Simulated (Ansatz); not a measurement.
CH$_{7}$BClNSi, SMILES `CB(N)[SiH2]Cl`, relaxed with RKS PBE-D4/def2-SVP in the Gaussian-basis code of Ansatz from a rough embedded geometry. The force threshold is 0.03 eV/Å; the program also tests the step.

Charge 0, multiplicity 1.

Start:

```xyz
12

C    -1.151   -1.014   -0.542
B     0.035   -0.353    0.156
N     0.957   -1.212    1.013
Si    0.378    1.618   -0.041
Cl    0.670    2.000   -2.058
H    -2.132   -0.583   -0.274
H    -1.054   -0.876   -1.688
H    -1.163   -2.100   -0.382
H     1.906   -1.018    0.645
H     0.934   -0.749    1.987
H    -0.882    2.294    0.438
H     1.501    1.991    0.747
```

```json
{"step": "1", "energy (eV)": "-23696.1991", "largest force (eV/Å)": "1.667", "largest move (Å)": "0.000"}
{"step": "2", "energy (eV)": "-23696.4921", "largest force (eV/Å)": "0.738", "largest move (Å)": "0.197"}
{"step": "3", "energy (eV)": "-23696.6645", "largest force (eV/Å)": "1.148", "largest move (Å)": "0.192"}
{"step": "4", "energy (eV)": "-23696.8926", "largest force (eV/Å)": "1.354", "largest move (Å)": "0.195"}
{"step": "5", "energy (eV)": "-23697.1048", "largest force (eV/Å)": "1.913", "largest move (Å)": "0.195"}
{"step": "6", "energy (eV)": "-23697.3868", "largest force (eV/Å)": "1.369", "largest move (Å)": "0.195"}
{"step": "7", "energy (eV)": "-23697.5985", "largest force (eV/Å)": "0.969", "largest move (Å)": "0.200"}
{"step": "8", "energy (eV)": "-23697.7454", "largest force (eV/Å)": "1.352", "largest move (Å)": "0.195"}
{"step": "9", "energy (eV)": "-23697.8468", "largest force (eV/Å)": "0.220", "largest move (Å)": "0.168"}
{"step": "10", "energy (eV)": "-23697.8481", "largest force (eV/Å)": "0.318", "largest move (Å)": "0.098"}
{"step": "11", "energy (eV)": "-23697.8572", "largest force (eV/Å)": "0.206", "largest move (Å)": "0.147"}
{"step": "12", "energy (eV)": "-23697.8596", "largest force (eV/Å)": "0.196", "largest move (Å)": "0.077"}
{"step": "13", "energy (eV)": "-23697.8640", "largest force (eV/Å)": "0.053", "largest move (Å)": "0.048"}
{"step": "14", "energy (eV)": "-23697.8646", "largest force (eV/Å)": "0.116", "largest move (Å)": "0.045"}
{"step": "15", "energy (eV)": "-23697.8657", "largest force (eV/Å)": "0.033", "largest move (Å)": "0.031"}
{"step": "16", "energy (eV)": "-23697.8660", "largest force (eV/Å)": "0.018", "largest move (Å)": "0.010"}
```

End:

```xyz
12

C    -1.142   -1.036   -0.484
B     0.066   -0.299    0.215
N     0.961   -0.971    1.057
Si    0.388    1.678   -0.131
Cl    0.556    1.937   -2.218
H    -2.109   -0.606   -0.141
H    -1.114   -0.861   -1.581
H    -1.174   -2.132   -0.303
H     1.762   -0.532    1.513
H     0.881   -1.971    1.262
H    -0.734    2.578    0.324
H     1.658    2.214    0.488
```

Hardware: 4 threads of an Arm Neoverse V2 on a shared host. Wall time 23 s, peak host memory 0.19 GiB.
